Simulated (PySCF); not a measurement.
Compound: H₉PSi₃.
InChI=1S/H9PSi3/c2-1(3)4/h2-4H3

Computed, not measured: PySCF, TDDFT CAM-B3LYP/def2-SVPD, vertical, gas phase, core orbitals frozen in the response. Isolated species at its GFN2-xTB geometry, gas phase.

Computed states:

```
state  E (eV)       f
   S1    5.94   0.033
   S2    6.02  0.0023
   S3    6.03  0.0022
   S4    6.35   0.069
   S5    6.36   0.069
   S6    6.77  0.0038
   S7    7.49  0.0015
```

Broadening: Gaussians 0.5 eV wide at half height, area fixed by f = 4.319×10⁻⁹ ∫ε dν̃. The width is an assumption, not a result. The curve ends short of the highest state used, and states not computed would add to its high-energy end.

Problem. Give the broadened spectrum and its maxima.

Solution. 
```tsv
λ (nm)	ε (L mol⁻¹ cm⁻¹)
180.1	512
182.6	1119
185.2	2268
187.7	3876
190.3	5743
192.8	7172
195.4	7785
198.0	7416
200.5	6436
203.1	5214
205.6	4142
208.2	3233
210.7	2522
213.3	1892
215.8	1369
218.4	918
220.9	584
223.5	339
226.1	183
228.6	95
231.2	45
233.7	21
236.3	9
238.8	4
```

Maxima: 196 nm (6.34 eV), ε about 7800, made up of S4 (47%) and S5 (47%) (ε in L mol⁻¹ cm⁻¹; maxima over ε = 5, shares over 10%).

Problem. What would ε be at 6.34 eV, the highest of these maxima, with half the width (0.25 eV)?

Solution. About 14600 L mol⁻¹ cm⁻¹ against 7790, a factor of about 1.9; a lone state at its own centre would give exactly 2.

Problem. On this curve, what absorbance would a 10⁻³ mol/L sample give at 193 nm over a 1 cm path?

Solution. 193 nm is 6.424 eV, where ε is about 7300 L mol⁻¹ cm⁻¹, so A = ε c l ≈ 7.3 (Beer–Lambert, with the gas-phase spectrum and the assumed width).

Problem. Coming from long wavelengths, where does ε first pass 100 L mol⁻¹ cm⁻¹?

Solution. At about 228 nm (5.43 eV), 0.51 eV below S1.
